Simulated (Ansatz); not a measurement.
C₄O₄Os (`[O+]#[C][Os-4]([C]#[O+])([C]#[O+])[C]#[O+]`) at its PBE0-D4/def2-TZVP geometry, where that method's forces vanish. The species carries charge 0 and has multiplicity 1. Os: def2 effective core potential.

```json
{"atom": "O1", "x (Å)": "0.278", "y (Å)": "2.142", "z (Å)": "-2.163"}
{"atom": "C2", "x (Å)": "0.284", "y (Å)": "1.292", "z (Å)": "-1.404"}
{"atom": "Os3", "x (Å)": "0.002", "y (Å)": "-0.002", "z (Å)": "0.000"}
{"atom": "C4", "x (Å)": "-1.085", "y (Å)": "-0.608", "z (Å)": "1.475"}
{"atom": "O5", "x (Å)": "-1.844", "y (Å)": "-0.805", "z (Å)": "2.302"}
{"atom": "C6", "x (Å)": "1.399", "y (Å)": "0.704", "z (Å)": "1.130"}
{"atom": "O7", "x (Å)": "2.329", "y (Å)": "0.958", "z (Å)": "1.739"}
{"atom": "C8", "x (Å)": "-0.596", "y (Å)": "-1.390", "z (Å)": "-1.201"}
{"atom": "O9", "x (Å)": "-0.767", "y (Å)": "-2.292", "z (Å)": "-1.876"}
```

Task: For each bond, give half the difference of the two atoms' forces along it (eV/Å; positive pushes the atoms apart) under PBE-D4, r2SCAN-D4, B3LYP-D4, ωB97M-V in def2-TZVPP. (Estimate.)

Result: Computed: 
| bond | length (Å) | PBE-D4 | r2SCAN-D4 | B3LYP-D4 | ωB97M-V |
| --- | --- | --- | --- | --- | --- |
| O1–C2 | 1.140 | 1.77 | 0.82 | 0.13 | -0.39 |
| C2–Os3 | 1.930 | -0.83 | -0.40 | 0.04 | 0.28 |
| Os3–C4 | 1.930 | -0.83 | -0.40 | 0.04 | 0.28 |
| Os3–C6 | 1.931 | -0.83 | -0.40 | 0.04 | 0.28 |
| Os3–C8 | 1.931 | -0.83 | -0.40 | 0.04 | 0.28 |
| C4–O5 | 1.140 | 1.77 | 0.82 | 0.13 | -0.39 |
| C6–O7 | 1.140 | 1.77 | 0.82 | 0.13 | -0.39 |
| C8–O9 | 1.140 | 1.77 | 0.82 | 0.13 | -0.39 |

B3LYP here is the variant with VWN-RPA as its local correlation; programs differ in this.
